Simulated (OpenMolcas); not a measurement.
Pr4+ with 7 ligands (chloride) in pentagonal bipyramidal coordination (D5h). The axial distance is 1.11 times the equatorial one, R.

- Program: OpenMolcas
- Method: CASSCF
- Basis: ANO-RCC-VDZP [7s6p4d2f1g]
- Scalar Hamiltonian: DKH2, point nucleus
- Active space: 1 electron in 7 orbitals (4f)
- State averaging: 2S+1 = 2 odd, 7 roots
- Spin-orbit coupling: RASSI with atomic mean-field integrals over the reference wave functions

All ligands move together. At R = 2.64 Å the width of the lowest J multiplet is 975 cm-1, and at R = 2.73 Å it is 945 cm-1.

A third run gives 965 cm-1. What distance was it run at?

With a power law R^-n the two known points give n = -ln(945 / 975) / ln(2.73 / 2.64) = 0.93. Then R = 2.64 × (975 / 965)^(1/0.93) = 2.669 Å. The run was at 2.67 Å, so the estimate is off by -0.001 Å.

No measured value stands beside these numbers; the geometry is a model, was not optimised and need not be the one that this ion takes.
